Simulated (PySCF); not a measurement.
Bi(I)3, BiI3, SMILES [I][Bi]([I])[I] at its B3LYP/def2-SVP optimised geometry (Å):

```
4

Bi    -1.1332    -1.3974     0.0000
I      1.7229    -1.3974     0.0000
I     -1.7229     1.3974     0.0000
I     -1.7035    -2.1096    -2.7058
```

Level of theory: PySCF with B3LYP/def2-TZVP, def2 effective core potentials past Kr. The core electrons that the potentials of Bi, I replace are not part of the density.

Map of the electrostatic potential (hartree/e), clipped to [-0.08, 0.12] on the plane z = 0.8 Å:

```
|011111111100000000000000000|
|011111111110000000000000000|
|011112222110000000000000000|
|011123333211000000000000000|
|011234677531000000000000000|
|011258999963100000000000000|
|001389999995200000000000000|
|001499999998300000000000000|
|001599999999410000000000000|
|001599999999410000000000000|
|001499999999421000000000000|
|001379999998421100000000000|
|111258999998542111111000000|
|112346999999864333443211100|
|223458999999996579999642111|
|233579999999999999999974211|
|234689999999999999999996321|
|335699999999999999999997421|
|345799999999999999999997421|
|345699999999999999999996321|
|344689999999999999999984211|
|334569999999997679999742211|
|334457899999975434444321111|
|233455678998754322111111100|
|233344566666543211000000000|
|223334445554432211000000000|
|222333344443332111000000000|
```
Scale: ten equal steps from -0.013 (start of '0') to 0.120 (end of '9'), in the order '0123456789'; x runs from -4.00 to 4.00, y from -4.00 (bottom) to 4.00 (top).
